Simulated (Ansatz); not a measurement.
Reaction (formal exchange of groups at a B–Si bond): `C[SiH2][BH][ZnH]` + `O[SiH3]` → `O[SiH2][BH][ZnH]` + `C[SiH3]`

Calculated with Ansatz (gas phase, PBE0-D4/def2-TZVP geometries, no zero-point term in ΔE). CCSD(T)/CBS is the MP2 limit (def2-TZVPP, def2-QZVPP) plus CCSD(T) − MP2 in def2-TZVPP, frozen cores. This one scheme is used for every species. Functionals use def2-TZVPP. For Zn outer-core shells are correlated without core-valence functions, which leaves a few kJ/mol of doubt a bond. Scalar relativity is left out up to krypton. Each species was taken in one conformer, which may not be the lowest.

| level | ΔE (kcal/mol) |
| --- | --- |
| r2SCAN-D4 | -1.8 |
| B2PLYP | -2.0 |
| PBE | -2.0 |
| SCS-MP2/def2-QZVPP | -1.6 |

Q: What does CCSD(T)/CBS give? (Best estimate.)

A: Computed: -1.7 kcal/mol. The listed levels differ from it by -0.1, -0.3, -0.3, 0.1 kcal/mol.

Largest T1 diagnostic among the species: 0.014.
